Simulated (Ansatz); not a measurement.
The inner images of a band of C$_{3}$H$_{8}$BGa (13 atoms, charge 0, multiplicity 1) are given out of order.

These are results of RKS B3LYP/def2-SVP (Ansatz), not measurements.

First end point:

```xyz
13
Properties=species:S:1:pos:R:3
C -2.665 0.385 0.564
Ga -0.791 0.144 1.192
B 0.821 -0.112 -0.041
C 1.790 -1.036 -0.840
C 2.004 0.465 -0.876
H -3.062 1.340 0.950
H -2.769 0.378 -0.530
H -3.297 -0.416 0.984
H -0.585 0.151 2.764
H 2.502 -1.657 -0.283
H 1.410 -1.534 -1.741
H 1.778 1.007 -1.802
H 2.864 0.886 -0.339
```

Last end point:

```xyz
13
Properties=species:S:1:pos:R:3
C -2.317 0.263 1.462
Ga -1.367 0.342 -0.285
B 0.626 -0.050 -0.543
C 1.793 -1.037 -0.841
C 2.109 0.426 -0.598
H -3.152 -0.456 1.393
H -1.672 -0.027 2.304
H -2.762 1.248 1.681
H -2.254 0.745 -1.536
H 2.070 -1.771 -0.074
H 1.894 -1.435 -1.859
H 2.429 1.044 -1.446
H 2.603 0.708 0.340
```

Question: Put them in order from the first end to the last, with their energies above the first end.
A.
```xyz
13
Properties=species:S:1:pos:R:3
C -2.577 -0.125 0.986
Ga -0.985 0.963 0.498
B 0.783 0.163 -0.259
C 1.520 -0.861 -1.165
C 2.329 0.170 -0.387
H -3.496 0.437 0.756
H -2.591 -1.079 0.438
H -2.596 -0.353 2.065
H -1.139 2.535 0.654
H 1.527 -1.883 -0.758
H 1.492 -0.851 -2.260
H 2.714 1.019 -0.973
H 3.020 -0.134 0.406
```
B.
```xyz
13
Properties=species:S:1:pos:R:3
C -2.408 0.010 1.323
Ga -1.249 0.728 -0.126
B 0.678 0.110 -0.473
C 1.676 -0.997 -0.927
C 2.215 0.355 -0.496
H -3.453 -0.032 0.978
H -2.095 -0.994 1.644
H -2.384 0.673 2.204
H -1.908 1.818 -1.069
H 1.794 -1.830 -0.219
H 1.761 -1.317 -1.971
H 2.568 1.024 -1.293
H 2.804 0.450 0.424
```
C.
```xyz
13
Properties=species:S:1:pos:R:3
C -2.672 0.009 0.683
Ga -0.853 0.765 0.958
B 0.843 0.098 -0.118
C 1.468 -0.808 -1.205
C 2.358 0.162 -0.421
H -3.437 0.803 0.683
H -2.757 -0.577 -0.244
H -2.911 -0.659 1.530
H -0.723 1.902 2.057
H 1.578 -1.883 -1.013
H 1.270 -0.598 -2.265
H 2.760 1.039 -0.944
H 3.076 -0.253 0.298
```
D.
```xyz
13
Properties=species:S:1:pos:R:3
C -2.684 0.250 0.579
Ga -0.782 0.362 1.153
B 0.834 0.007 -0.067
C 1.646 -0.986 -0.951
C 2.160 0.429 -0.761
H -3.217 1.198 0.755
H -2.812 -0.040 -0.474
H -3.173 -0.512 1.212
H -0.552 0.668 2.692
H 2.190 -1.836 -0.524
H 1.190 -1.224 -1.923
H 2.184 1.126 -1.607
H 3.016 0.560 -0.085
```
E.
```xyz
13
Properties=species:S:1:pos:R:3
C -2.690 0.130 0.614
Ga -0.809 0.584 1.067
B 0.839 0.069 -0.104
C 1.537 -0.921 -1.076
C 2.282 0.325 -0.610
H -3.370 0.992 0.697
H -2.806 -0.332 -0.377
H -3.018 -0.604 1.374
H -0.601 1.292 2.472
H 1.877 -1.919 -0.780
H 1.151 -0.900 -2.106
H 2.547 1.114 -1.323
H 3.061 0.171 0.151
```

Answer: D (+5.4 kJ/mol), E (+18.9 kJ/mol), C (+28.0 kJ/mol), A (+17.3 kJ/mol), B (+4.0 kJ/mol).

The run took 7.2 min on 2 threads of Arm Neoverse N1 (shared host), peak memory 0.33 GiB.
